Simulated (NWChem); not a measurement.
CH₄BFO; SMILES COBF

```xyz
8

B     -0.6473    -0.7469     0.0000
H     -1.7019    -1.3452     0.0000
F      0.5091    -1.4312     0.0000
O     -0.6612     0.6031     0.0000
C      0.5240     1.3938     0.0000
H      1.4423     0.7722     0.0000
H      0.5229     2.0432    -0.8989
H      0.5229     2.0432     0.8989
```
Atoms are numbered in this order, from 1.

Level: PBE-D3(BJ)/def2-SVP (NWChem), optimised geometry, unscaled harmonic frequencies. 

Problem. List the harmonic frequencies with IR intensities, and the thermochemistry.

Solution. 
| frequency (cm⁻¹) | IR intensity (km/mol) |
|---|---|
| 79 | 0.1 |
| 242 | 7.5 |
| 286 | 6.9 |
| 598 | 9.6 |
| 867 | 38.6 |
| 926 | 7.0 |
| 1070 | 12.8 |
| 1135 | 40.5 |
| 1143 | 0.0 |
| 1193 | 105.1 |
| 1364 | 209.8 |
| 1422 | 1.5 |
| 1425 | 4.6 |
| 1476 | 218.9 |
| 2606 | 138.7 |
| 2968 | 38.8 |
| 3062 | 17.3 |
| 3069 | 13.4 |

```
Quantity                                                                            Value
-----------------------------------------------------------------------  ----------------
zero-point energy                                                           35.6 kcal/mol
thermal correction to the enthalpy at 298.15 K (with zero-point energy)     39.3 kcal/mol
heat capacity Cv                                                         14.9 cal/(mol K)
entropy at 298.15 K and 1 atm (symmetry number 1)                        70.5 cal/(mol K)
dipole moment                                                                      1.64 D
```

Rigid rotor and harmonic oscillator; modes under 100 cm⁻¹ make the entropy uncertain.
